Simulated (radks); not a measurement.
Species: Sb II. Configuration: [Kr] 4d10 5s2 5p1 5d1 (not the ground configuration). All-electron calculation, scalar-relativistic Kohn-Sham, TASK exchange with Perdew-Wang LDA correlation, spin-unpolarised, spherical densities, finite nucleus; meta-GGA in the generalised Kohn-Sham scheme; Fermi nuclear charge, rms radius 4.6802 fm. Program: a radial shooting solver on a logarithmic mesh with Libxc functionals. Some entries of the table are withheld. Estimate them.

orbital,occ.,eigenvalue (hartree),r(max) (bohr),<r^2> (bohr^2)
1s,2,-1116.273,0.01835,0.001096
2s,2,-171.0585,0.1037,0.01777
2p,6,-153.5715,0.08306,0.01404
3s,2,-34.18834,0.3000,0.1250
3p,6,-28.45878,0.2934,0.1255
3d,10,-19.69099,0.2443,0.1107
4s,2,-6.12953,0.7248,0.7154
4p,6,(1),0.7641,0.8367
4d,10,-1.75249,0.8467,1.239
5s,2,-0.90782,1.860,5.059
5p,1,-0.53205,(2),(3)
5d,1,(4),4.371,31.62

Answer. 
(1) 4p eigenvalue (hartree): -4.35721
(2) 5p r(max) (bohr): 2.175
(3) 5p <r^2> (bohr^2): 7.282
(4) 5d eigenvalue (hartree): -0.12982
